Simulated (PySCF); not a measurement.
# Steps of a relaxation of [HfCl3(NH3)]+

[HfCl3(NH3)]+ (singlet). PySCF 2.14.0, RKS PBE0, Hf def2-SVP with ECP60, Cl def2-SVP, N def2-SVP, H def2-SVP; non-relativistic Hamiltonian with scalar-relativistic core potentials where named; density fitting; no spin-orbit coupling. Origin of the start: template. Columns: position (Å) and force (eV/Å). Energies are counted from the last step; some of the 9 steps are shown. Forces carry noise of the integration grid, about 0.01 to 0.03 eV/Å.

Run from Python with OMP_NUM_THREADS=2. Where DIIS fails, smearing, a level shift and second-order steps follow.
It took 46 s on 2 threads of Arm Neoverse V1, with other jobs on the host, from the converged density of the start.

```xyz
8
step 0  E = 0.205 eV
Hf   -0.0827    0.0827   -0.0827     1.31   -1.31    1.31
Cl    1.2811    1.4465    1.2811    -0.81   -0.59   -0.81
Cl   -1.4465   -1.2811    1.2811     0.59    0.81   -0.81
Cl    1.2811   -1.2811   -1.4465    -0.81    0.81    0.59
N    -1.3760    1.3760   -1.3760     0.10   -0.10    0.10
H    -1.9891    1.9891   -0.8389    -0.28    0.28    0.18
H    -0.8389    1.9891   -1.9891     0.18    0.28   -0.28
H    -1.9891    0.8389   -1.9891    -0.28   -0.18   -0.28
```

```xyz
8
step 3  E = 0.011 eV
Hf   -0.0393    0.0393   -0.0393     0.06   -0.06    0.06
Cl    1.2317    1.4566    1.2317     0.03    0.10    0.03
Cl   -1.4566   -1.2317    1.2317    -0.10   -0.03    0.03
Cl    1.2317   -1.2317   -1.4566     0.03   -0.03   -0.10
N    -1.3555    1.3555   -1.3555     0.00    0.00    0.00
H    -1.9765    1.9765   -0.8194     0.00    0.00   -0.01
H    -0.8194    1.9765   -1.9765    -0.01    0.00    0.00
H    -1.9765    0.8194   -1.9765     0.00    0.01    0.00
```

```xyz
8
step 5  E = 0.003 eV
Hf   -0.0183    0.0183   -0.0183    -0.05    0.05   -0.05
Cl    1.2186    1.5065    1.2186    -0.02   -0.01   -0.02
Cl   -1.5065   -1.2186    1.2186     0.01    0.02   -0.02
Cl    1.2186   -1.2186   -1.5065    -0.02    0.02    0.01
N    -1.3401    1.3401   -1.3401     0.03   -0.03    0.03
H    -1.9627    1.9627   -0.8071     0.02   -0.02    0.01
H    -0.8071    1.9627   -1.9627     0.01   -0.02    0.02
H    -1.9627    0.8071   -1.9627     0.02   -0.01    0.02
```

Task: Where does the relaxation end?

Result: It converges at step 8 in C3v:
```xyz
8
step 8  E = 0
Hf   -0.0096    0.0096   -0.0096
Cl    1.1924    1.5548    1.1924
Cl   -1.5548   -1.1924    1.1924
Cl    1.1924   -1.1924   -1.5548
N    -1.3192    1.3192   -1.3192
H    -1.9397    1.9397   -0.7821
H    -0.7821    1.9397   -1.9397
H    -1.9397    0.7821   -1.9397
```

Task: How did the contacts change?

Result: 
```csv
contact,start (Å),end (Å)
Hf1–Cl2 (Cl),2.362,2.297
Hf1–Cl3 (Cl),2.362,2.297
Hf1–Cl4 (Cl),2.362,2.297
Hf1–N5 (NH3),2.240,2.268
```
